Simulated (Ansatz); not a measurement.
Geometry optimisation, RKS PBE-D4/def2-mTZVP (Ansatz 0.2.0).

Input:

```yaml
crystal:
  periodic: [false, false, false]
  atoms:
    - { symbol: C, position_ang: [-1.595, 0.374, 0.7075] }
    - { symbol: Ge, position_ang: [0.2482, 0.7909, 0.4749] }
    - { symbol: C, position_ang: [1.3117, -0.6424, 0.5769] }
    - { symbol: C, position_ang: [0.9795, -0.3464, -0.7654] }
    - { symbol: O, position_ang: [0.9458, -0.7238, -2.1195] }
    - { symbol: H, position_ang: [-1.7725, -0.562, 1.1642] }
    - { symbol: H, position_ang: [-2.1128, 0.4293, -0.2926] }
    - { symbol: H, position_ang: [-2.0615, 1.2119, 1.3371] }
    - { symbol: H, position_ang: [0.7194, 2.2127, 0.0471] }
    - { symbol: H, position_ang: [1.9235, -1.2848, 1.2654] }
    - { symbol: H, position_ang: [1.4791, -1.5165, -2.375] }
basis:
  gaussian: { orbitals: def2-mTZVP }
hamiltonian:
  xc: pbe
  dispersion: d4
relax:
  f_tol: 0.015
  max_steps: 40
```

Command:

```bash
$ ansatz run input.yaml --threads 2 --pin off --max-ram 3072MiB --backend cpu --events-out ev --progress --plain --runs-dir out
```

**Question.** Where does it end, and by what steps?

**Answer.** It converged. After 14 steps the energy has fallen by 1.238 eV; H7 moved furthest, 0.82 Å.

| step | energy less start (eV) | largest force component (eV/Å) | accepted |
| --- | --- | --- | --- |
| 0 | 0.0000 | 3.656 | yes |
| 1 | -0.9175 | 1.858 | yes |
| 2 | -1.1778 | 0.450 | yes |
| 3 | -1.2135 | 0.260 | yes |
| 4 | -1.2177 | 0.266 | yes |
| 5 | -1.2282 | 0.054 | yes |
| 6 | -1.2310 | 0.056 | yes |
| 7 | -1.2298 | 0.284 | no |
| 8 | -1.2318 | 0.059 | yes |
| 9 | -1.2344 | 0.128 | yes |
| 10 | -1.2357 | 0.100 | yes |
| 11 | -1.2370 | 0.026 | yes |
| 12 | -1.2374 | 0.030 | yes |
| 13 | -1.2375 | 0.045 | yes |
| 14 | -1.2376 | 0.014 | yes |

```xyz
11
Properties=species:S:1:pos:R:3
C -1.783 0.532 0.764
Ge 0.080 0.797 0.191
C 1.418 -0.604 0.365
C 0.999 -0.492 -0.903
O 1.222 -1.056 -2.113
H -2.018 -0.540 0.753
H -2.474 1.057 0.090
H -1.931 0.919 1.782
H 0.526 2.284 0.149
H 2.123 -1.196 0.951
H 1.903 -1.758 -2.009
```

Whether the end is a true minimum wasn't checked by a vibrational analysis.

The run took 49 s on 2 threads of Intel(R) Xeon(R) Platinum 8259CL CPU @ 2.50GHz (Skylake/Cascade Lake), with other jobs on the host, peak memory 0.22 GiB.
